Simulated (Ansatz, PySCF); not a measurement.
C₂H₇BFNO. Atoms are numbered in the order given.

```xyz
13

C     -2.4725    -0.4763     0.1571
C     -1.3651     0.5273     0.4881
N     -0.2550     0.4935    -0.4466
B      1.0459     0.0130    -0.1840
O      1.9967    -0.0166    -1.1772
F      1.3641    -0.4190     1.0661
H     -2.0803    -1.5135     0.1687
H     -2.8970    -0.2883    -0.8516
H     -3.3045    -0.4096     0.8880
H     -0.9573     0.3176     1.4975
H     -1.7973     1.5536     0.5362
H     -0.4728     0.7833    -1.4015
H      2.8394    -0.3655    -0.8397
```

Coordinates come from a PBE-D3(BJ)/def2-SVP optimisation. The structure was generated by enumeration, and PubChem lists no compound with its InChIKey, so it may never have been made. One conformer was computed; it need not be the lowest.

Vertical ionisation energy (IE) and electron affinity (EA) in eV. Rows of orbital energies are one-electron estimates. Where ΔSCF, EOM or ADC give a negative EA the extra electron is unbound and the value depends on the basis.

```tsv
level	IE	EA
−ε(HOMO), −ε(LUMO), ωB97X/def2-TZVP (PySCF)	9.67	-2.80
−ε(HOMO), −ε(LUMO), PBE/def2-TZVP (PySCF)	5.84	0.00
ΔSCF, CAM-B3LYP/def2-SVPD (Ansatz), final states of multiplicity 2 and 2	___	___
ΔSCF, PBE/def2-SVPD (Ansatz), final states of multiplicity 2 and 2	9.24	-1.03
```

**Question.** What belongs in the gaps? (The exact figures need the calculation; the answer reports its results.)

**Answer.** 
- ΔSCF, CAM-B3LYP/def2-SVPD (Ansatz, an electronic-structure program), final states of multiplicity 2 and 2, IE: 9.62
- ΔSCF, CAM-B3LYP/def2-SVPD (Ansatz), final states of multiplicity 2 and 2, EA: -1.27

**Question.** What vertical singlet–triplet gap does ΔSCF give with CAM-B3LYP/def2-SVPD (Ansatz) and with PBE/def2-SVPD (Ansatz)? (The exact figures need the calculation; the answer reports its results.)

**Answer.** 6.46 and 5.90 eV (triplet above singlet where positive).
